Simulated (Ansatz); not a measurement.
Cost and result for the atomization energy of `F/C=N/[SiH](F)Cl` (8 atoms, 7 bonds).

```xyz
8

F     0.6434   -2.5398   -0.8480
C     0.1857   -1.4795   -0.1910
N     0.4635   -0.3317   -0.5591
Si   -0.0046    1.1488    0.1452
F    -0.8001    0.9237    1.5068
Cl   -1.2420    2.1141   -1.1405
H    -0.4235   -1.8062    0.6557
H     1.1775    1.9706    0.4308
```

The species carries charge 0 and has multiplicity 1. The structure was optimised at the PBE0-D4/def2-TZVP level. It is one conformer, not always the lowest. Program: Ansatz. All runs use 4 threads of an Arm Neoverse V2 on a shared host. Times are those of one run each, without the atoms' runs, and a repeat can differ threefold. Electronic energies, without spin–orbit coupling; frozen cores. CCSD(T)/CBS adds CCSD(T) − MP2 in def2-TZVPP to the MP2 limit, and its time is that of the two runs behind it. T1 = 0.013. HSE06 is the plane-wave form, built on full-range PBE exchange.

CCSD(T)/CBS is a level of theory with its own doubt, some kJ/mol a heavy atom from the limit and from the frozen cores, so smaller differences don't rank the functionals.

```tsv
level	functions	wall time	atomization (kJ/mol)	difference from CCSD(T)/CBS	per bond
revPBE-D4/def2-TZVPP	236	2 s	3175.4	-4.1	-0.6
PBE-D4/def2-TZVPP (with forces)	236	2.4 s	3281.3	101.8	14.5
PBE0-D4/def2-TZVPP	236	3.2 s	3177.6	-1.9	-0.3
BHLYP-D4/def2-TZVPP	236	3.4 s	3031.4	-148.1	-21.2
CAM-B3LYP-D4/def2-TZVPP	236	3.6 s	3193.0	13.5	1.9
HSE06-D4/def2-TZVPP	236	3.6 s	3180.7	1.2	0.2
r2SCAN-D4/def2-TZVPP (with forces)	236	5.5 s	3191.3	11.8	1.7
CCSD(T)/def2-SVP	102	5.5 s	2921.2	-258.3	-36.9
r2SCANh-D4/def2-TZVPP	236	6 s	3154.4	-25.1	-3.6
ωB97X-V/def2-TZVPP	236	8 s	3197.7	18.2	2.6
MP2/def2-QZVPP	428	19 s	3263.0	83.5	11.9
CCSD(T)/def2-TZVPP	236	2.9 min	3070.0	-109.5	-15.6
CCSD(T)/CBS(def2)	–	3.2 min	3179.5	0.0	0.0
```

In def2-TZVPP, CCSD(T) changes the Hartree–Fock value by +858.8 kJ/mol (the triples alone add +67.5 kJ/mol) and MP2 by +985.6 kJ/mol; breaking electron pairs costs correlation energy, which Hartree–Fock lacks. The D4 term adds +31.4 kJ/mol with B3LYP and +16.4 kJ/mol with PBE0; it sums over pairs of atoms, weighted by their polarisabilities, and B3LYP, whose exchange is more repulsive, gets the larger term. From BLYP to BHLYP (50 % exact exchange), in def2-TZVPP and without D4, the atomization energy moves by −147.0 kJ/mol: exact exchange takes away binding that semilocal exchange gives to molecules.

B3LYP here is the variant with VWN-RPA as its local correlation; programs differ in this.
